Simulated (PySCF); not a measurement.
**Correlation energy of Lu²⁺ (lutetium, charge +2)**

[Xe] 4f14 6s1, 2S determinant. Calculation: PySCF 2.14, in cc-pVDZ-X2C (8s7p5d3f1g, 84 functions); the spin-free X2C one-electron Hamiltonian (Gaussian nucleus). Frozen: [Kr] 4d10; 23 electrons correlated.

```csv
level,correlation energy (mhartree)
CCSD,-856.02
(T),-20.96
CCSD(T),-876.98
```

Diagnostics: T1 = 0.0093, D1 = 0.0254, largest double amplitude 0.021.

Q: Is a single reference adequate?

A: Yes, within this model without spin-orbit coupling: T1 lies below 0.03 and no double amplitude reaches 0.07.
